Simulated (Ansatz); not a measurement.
## Match the barriers

Saddle point of BSiH₄Cl₂F, closed shell (BSiH₃Cl₂ ([SiH3][B]([Cl])[Cl]) + HF → BCl₂F ([F][B]([Cl])[Cl]) + SiH₄; bonds formed: B1–F6, Si2–H5; bonds broken: B1–Si2, H5–F6), PBE0-D4/def2-TZVP structure:

```csv
atom,x (Å),y (Å),z (Å)
B1,-0.6003,-0.8461,0.1279
Si2,0.4247,1.0429,-0.2144
Cl3,-1.2029,-1.4570,-1.4196
Cl4,-1.7196,-0.6417,1.4829
H5,0.8636,-0.7570,0.3635
F6,0.6285,-1.8150,0.6179
H7,-0.8059,1.7435,-0.6490
H8,0.9834,1.6893,1.0007
H9,1.4285,1.0411,-1.3098
```

Computed with Ansatz 0.2.0 (basis: def2-TZVPP, with def2-QZVPP for the basis limit); correlated methods freeze the cores. Extrapolation: Hartree–Fock as exp(−7.88 √X), correlation as X^−2.97. Four methods, as single points on the PBE0-D4 structures, gave these electronic barriers from the start structure: 89.7, 103.9, 120.7, 190.4 kJ/mol.

Question: The methods were, in alphabetical order, BLYP-D4, CCSD(T), HF, r2SCAN-D4. Which gave which? (Judge from chemistry; the calculation decides.)

Answer: By the calculation: r2SCAN-D4 89.7; BLYP-D4 103.9; CCSD(T) 120.7; HF 190.4 kJ/mol. For comparison, CCSD(T) at an estimated basis limit (MP2 extrapolated from triple and quadruple zeta, plus CCSD(T) − MP2 in triple zeta) gives 121.7 kJ/mol.

The T1 diagnostic stays at or below 0.013. The end structure is not quite a true minimum (one mode of 29i cm⁻¹).

Steps of this kind, hydrogen fluoride cutting a network bond, underlie vapour etching and the fluorination step of atomic layer etching.

Labels in which every atom is bracketed show which atoms are joined, not bond orders.

For scale, one of the runs: CCSD(T)/def2-TZVPP, 244 basis functions, launched by `ansatz run in.yaml --threads 4 --pin off --events-out ev --progress --plain --max-ram 9574MiB`. Time: 2 min of wall clock on 4 CPU threads of an Arm Neoverse V2; the host was shared. Peak host memory: 4.6 GiB.
